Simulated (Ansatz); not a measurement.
One change: `CB1C=C(F)[SiH2]1` becomes `FC1=CB[SiH2]1`.

Ansatz, PBE0-D4/def2-TZVP geometries, multiplicity 1. 

```csv
property,`CB1C=C(F)[SiH2]1`
size of the dipole moment (PBE/def2-TZVPP) / D,1.24
HOMO energy (PBE/def2-TZVPP) / eV,-6.32
HOMO energy (B3LYP/def2-TZVPP) / eV,-7.33
HOMO–LUMO gap (PBE/def2-TZVPP) / eV,3.78
size of the dipole moment (B3LYP/def2-TZVPP) / D,1.34
LUMO energy (PBE/def2-TZVPP) / eV,-2.54
```

Question: What does the change do to each property? (An estimate is asked.)

Answer: Computed: 
| property | `FC1=CB[SiH2]1` | shift |
| --- | --- | --- |
| size of the dipole moment (PBE/def2-TZVPP) / D | 0.34 | -0.90 |
| HOMO energy (PBE/def2-TZVPP) / eV | -6.71 | -0.39 |
| HOMO energy (B3LYP/def2-TZVPP) / eV | -7.72 | -0.39 |
| HOMO–LUMO gap (PBE/def2-TZVPP) / eV | 3.72 | -0.06 |
| size of the dipole moment (B3LYP/def2-TZVPP) / D | 0.41 | -0.93 |
| LUMO energy (PBE/def2-TZVPP) / eV | -2.99 | -0.45 |

Dipoles are sizes alone; their direction can turn.

B3LYP here is the variant with VWN-RPA as its local correlation; programs differ in this.
